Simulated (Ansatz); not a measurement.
Consider the ligand exchange at the Si–C bond: `C=C(F)[SiH2][SeH]` + `N[SiH3]` → `[SiH3]N[SiH2][SeH]` + `C=CF`.

Calculated with Ansatz (gas phase, PBE0-D4/def2-TZVP geometries, no zero-point term in ΔE). CCSD(T)/CBS is the MP2 limit (def2-TZVPP, def2-QZVPP) plus CCSD(T) − MP2 in def2-TZVPP, frozen cores. This one scheme is used for every species. DFT in def2-TZVPP. B3LYP here is the variant with VWN-RPA as its local correlation; programs differ in this. For Se outer-core shells are correlated without core-valence functions, which leaves a few kJ/mol of doubt a bond. Scalar relativity is left out up to krypton. One conformer a species, not always the lowest.

```csv
level,ΔE (kcal/mol),difference from CCSD(T)/CBS
PBE-D4,-14.7,2.1
r2SCAN-D4,-15.9,0.9
PBE0-D4,-15.8,1.0
B3LYP-D4,-16.6,0.2
ωB97X-V,-16.2,0.6
ωB97M-V,-16.4,0.4
B2PLYP,-16.3,0.5
PBE,-14.1,2.7
r2SCAN,-15.8,1.0
PBE0,-15.2,1.6
B3LYP,-15.6,1.2
HF/def2-TZVPP,-18.3,-1.5
MP2/def2-TZVPP,-17.2,-0.4
SCS-MP2/def2-TZVPP,-17.3,-0.5
CCSD/def2-TZVPP,-17.1,-0.3
CCSD(T)/def2-TZVPP,-16.8,0.0
HF/def2-QZVPP,-18.5,-1.7
MP2/def2-QZVPP,-17.3,-0.5
SCS-MP2/def2-QZVPP,-17.3,-0.5
HF/CBS(def2),-18.5,-1.7
MP2/CBS(def2),-17.2,-0.4
CCSD/CBS(def2),-17.1,-0.3
CCSD(T)/CBS,-16.8,0
```

Largest T1 diagnostic among the species: 0.012.

In def2-TZVPP, CCSD(T) changes the Hartree–Fock value by +1.5 kcal/mol (the triples alone add +0.3 kcal/mol) and MP2 by +1.1 kcal/mol. From PBE to PBE0 (25 % exact exchange), in def2-TZVPP and without D4, ΔE moves by −1.2 kcal/mol. The D4 term adds −0.9 kcal/mol with B3LYP and −0.5 kcal/mol with PBE0; it sums over pairs of atoms, weighted by their polarisabilities, and B3LYP, whose exchange is more repulsive, gets the larger term.
